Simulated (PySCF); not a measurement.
BCl2I. Atoms are numbered in the order given.

```xyz
4

B      0.0000     0.0000     0.9113
Cl     0.0000    -1.5127     1.7852
Cl     0.0000     1.5127     1.7852
I      0.0000     0.0000    -1.2312
```

Geometry: B3LYP-D3(BJ)/def2-SVP. The def2 effective core potentials stand for the cores of I; spin–orbit coupling is left out.

Calculation: PySCF 2.14.0 with B3LYP-D3(BJ)/def2-SVP.

Frequencies are harmonic and unscaled.

Computed vibrational spectrum:
```
mode  ν (cm⁻¹)  IR (km/mol)  Raman (Å⁴/amu)  depolarisation  moving atoms (share of kinetic energy)
----  --------  -----------  --------------  --------------  --------------------------------------
1          184          0.0             3.8            0.75                  Cl 80 %, I 11 %, B 9 %
2          202          0.3             3.3            0.53                         Cl 70 %, I 30 %
3          376          3.2             9.1            0.10                   Cl 83 %, B 9 %, I 8 %
4          402          1.8             1.1            0.75                                  B 92 %
5          835        369.9             0.5            0.75                         B 86 %, Cl 13 %
6          964        296.5             0.0               –                         B 84 %, Cl 16 %
```
